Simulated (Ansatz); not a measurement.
Cartesian coordinates (Å):
SMILES: N#Cc1cc([SiH3])c2ccsc2c1
```xyz
19

N      4.6060    -1.0705    -0.0325
C      3.4424    -0.9105    -0.0175
C      2.0239    -0.7055     0.0001
C      1.5004     0.6189    -0.0700
C      0.1233     0.8680    -0.0559
Si    -0.5283     2.6400    -0.1505
C     -0.7631    -0.2471     0.0314
C     -2.2016    -0.2675     0.0636
C     -2.7135    -1.5402     0.1517
S     -1.4877    -2.7769     0.2026
C     -0.2218    -1.5709     0.1009
C      1.1575    -1.8127     0.0863
H      2.2139     1.4536    -0.1364
H      0.6443     3.5748    -0.2331
H     -1.4050     2.8168    -1.3613
H     -1.3526     2.9658     1.0662
H     -2.8327     0.6310     0.0221
H     -3.7698    -1.8353     0.1921
H      1.5646    -2.8320     0.1402
```
Charge 0, spin multiplicity 1.

All values below come from frozen-core CCSD(T)/cc-pVDZ // PBE-D3(BJ)/def2-SVP (Ansatz, a program for electronic structure). The restricted HF reference is unstable towards unrestricted orbitals.

The HF energy is -1085.81565 Ha. The MP2 correlation energy is -1.55308 Ha.

**Question.** Estimate the CCSD correlation energy, the (T) correction, the total energy and the T1 diagnostic.

**Answer.** 
```
Item                              Value
-----------------------  --------------
CCSD correlation energy     -1.60646 Ha
(T) correction              -0.07807 Ha
CCSD(T) total energy     -1087.50018 Ha
T1 diagnostic                     0.014
```
